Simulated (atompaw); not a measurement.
# Reading a pseudo-wave (Dy)

Columns: radius, all-electron u(r) and pseudo u(r) of the 5p shell (level -25.73 eV) of dysprosium in the configuration [Kr] 4d10 4f10 5s2 5p6 5d0 6s1.75 6p0.25; PBE, scalar-relativistic, PAW (atompaw) scheme, atompaw 4.2.0.5.

```csv
r (bohr),all-electron,pseudo
0.083,-0.0548,0.0117
0.165,0.3093,0.0455
0.248,0.0881,0.1006
0.331,-0.2711,0.1736
0.413,-0.4536,0.2598
0.496,-0.4286,0.3567
0.579,-0.2629,0.4586
0.662,-0.0347,0.5606
0.744,0.1986,0.6567
0.827,0.4119,0.7452
0.910,0.5882,0.8213
0.992,0.7223,0.8818
1.075,0.8195,0.9264
1.158,0.8822,0.9538
1.240,0.9157,0.9642
1.323,0.9260,0.9593
1.406,0.9178,0.9407
1.488,0.8959,0.9113
1.571,0.8634,0.8732
1.654,0.8237,0.8291
1.737,0.7793,0.7817
1.819,0.7328,0.7335
1.902,0.6846,0.6847
1.985,0.6365,0.6365
2.067,0.5899,0.5899
2.150,0.5442,0.5442
```

How many radial nodes do the two functions have?

The all-electron 5p function has n − l − 1 = 3; the pseudo-wave has 0, since the states of the same l below it are removed with the core.

At about which radius was the pseudo-wave matched?

1.95 bohr, where the columns begin to agree (steps of 0.08 bohr).

Is the pseudo-wave norm-conserving?

No, it belongs to a PAW set: the norm inside the radius is not constrained, and the difference is carried by the augmentation charge.
